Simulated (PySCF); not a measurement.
C8H12, charge +1, doublet (typed; the unrestricted solution is spin-contaminated), at a GFN2-xTB geometry (a state made from the parent by changing its charge; the spin is typed, not shown lowest). Base run: HF/STO-3G run with PySCF.

The PySCF input:
```python
from pyscf import gto, scf

mol = gto.M(
    atom='''
C    -0.650118   -1.719502   -0.138704
C     0.699814   -1.664786   -0.132598
C     1.518393   -0.527560   -0.587468
C     1.514462    0.524312    0.600382
C     0.702224    1.663284    0.138568
C    -0.647591    1.720892    0.133179
C    -1.559162    0.611013    0.489579
C    -1.556242   -0.607677   -0.502844
H    -1.121948   -2.637151    0.186420
H     1.246164   -2.484115    0.318688
H     1.119944   -0.066997   -1.491422
H     2.547913   -0.827088   -0.771930
H     2.543012    0.821636    0.793606
H     1.107344    0.064612    1.500906
H     1.254151    2.481437   -0.308042
H    -1.114669    2.639546   -0.195943
H    -1.284614    0.218563    1.472581
H    -2.579019    0.987743    0.536796
H    -1.272493   -0.215824   -1.483469
H    -2.576464   -0.982222   -0.558747
''',
    basis='sto-3g',
    charge=1,
    spin=1,
    verbose=4,
)

mf = scf.UHF(mol)
mf.kernel()
mo_i, mo_e, stable_i, stable_e = mf.stability(internal=True, external=True, return_status=True, nroots=6, tol=1e-6)
print('internally stable:', stable_i, ' externally stable:', stable_e)
if not stable_i:
    umf = mf.copy()
    umf.scf_summary = {}
    umf.kernel(umf.make_rdm1(mo_i, mf.mo_occ))
mf.analyze()
```

The bond that is stretched is that between atoms 13 and 4. A test that says stable can miss a lower solution.

Variants of this job, named by their change:

```csv
change,ΔE vs base (kcal/mol),<S^2>,E after following the instability (Eh),<S^2> there,stability test says,outcome
base,0.000,0.864,-305.94239,1.09,internal instability,converged
bond × 1.25,26.28,0.880,-305.89966,1.09,internal instability,converged
bond × 1.5,75.0,0.932,-305.82170,1.09,internal instability,converged
bond × 1.8,131.5,0.981,-305.77771,1.56,internal instability,converged
bond × 2.2,-,-,-,-,-,not converged
bond × 3.0,120.9,0.750,-305.76015,1.76,internal instability,converged
```

On stretching, the SCF can end on different states; <S^2> shows the spin contamination of each.
